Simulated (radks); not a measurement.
All-electron atom: Au IV in [Xe] 4f14 5d8.

Calculated with a radial shooting solver on a logarithmic mesh with Libxc functionals: Dirac Kohn-Sham, PBE, spin-unpolarised, spherical densities, finite nucleus; open shells fill j = l - 1/2 first; Fermi nuclear charge, rms radius 5.4371 fm.

Energy parts (hartree):
total: -19041.4788
kinetic: 21860.7173
electron-nucleus: -47848.9425
Hartree: 7311.0173
exchange-correlation: -364.2710

Orbitals (lengths in bohr, moments of r in powers of bohr; <r^-3> diverges for s and p1/2):
orbital  occ.  eigenvalue (hartree)       <r^4>  <r^-3>   <1/r>      <r>  small-component weight
1s1/2       2             -2963.686   4.252e-07       -   95.68  0.01687                9.00e-02
2s1/2       2             -523.6274  0.00006192       -   23.52  0.07047                2.06e-02
2p1/2       2             -502.3364  0.00003677       -   23.49  0.05798                2.07e-02
2p3/2       4             -434.8842  0.00005698   20510   19.14  0.06653                1.84e-02
3s1/2       2             -124.5988    0.002252       -   8.634   0.1833                6.88e-03
3p1/2       2             -114.9896    0.001963       -   8.549   0.1736                6.83e-03
3p3/2       4             -100.1050    0.002710    4768   7.416   0.1893                6.17e-03
3d3/2       4             -84.09461    0.001799   832.6   7.314   0.1648                6.05e-03
3d5/2       6             -80.89523    0.001982   690.6   7.055   0.1696                5.87e-03
4s1/2       2             -28.08669     0.05064       -   3.653   0.4070                2.33e-03
4p1/2       2             -23.98116     0.05406       -   3.544   0.4094                2.24e-03
4p3/2       4             -20.41177     0.07400    1147   3.151   0.4434                1.98e-03
4d3/2       4             -13.68123     0.08864   179.5   2.948   0.4519                1.78e-03
4d5/2       6             -13.01637     0.09751   145.5   2.857   0.4630                1.71e-03
4f5/2       6              -4.38618      0.1806   30.29   2.482   0.4949                1.34e-03
4f7/2       8              -4.24602      0.1914   28.77   2.446   0.5018                1.31e-03
5s1/2       2              -5.29419       1.335       -   1.481   0.9252                5.88e-04
5p1/2       2              -3.95677       1.882       -   1.357   0.9973                5.06e-04
5p3/2       4              -3.34158       2.707   194.4   1.215    1.091                4.29e-04
5d3/2       4              -1.52876       8.899   18.80  0.9244    1.411                2.57e-04
5d5/2       4              -1.46098       10.10   14.87  0.8929    1.456                2.42e-04

The highest occupied level is 5d5/2 at -39.755 eV. The electron density at the nucleus is 2.143e+06 e/bohr^3. The density falls to 0.001 e/bohr^3 at r = 3.29 bohr. For comparison, the ionisation energy in NIST's Atomic Spectra Database is 45 eV (theoretical). In exact Kohn-Sham theory the highest level is minus the ionisation energy, but local and semilocal functionals leave it too shallow, through self-interaction and a potential that decays too fast; potentials with the right tail come closer. Summed over all electrons, <r^2> = 37.55 bohr^2, which gives a Langevin (diamagnetic) susceptibility term of -29.7 x 10^-6 cm^3/mol.

Beside tabulated values, note that spin-unpolarised runs miss the spin-polarisation part of the exchange energy of open shells.
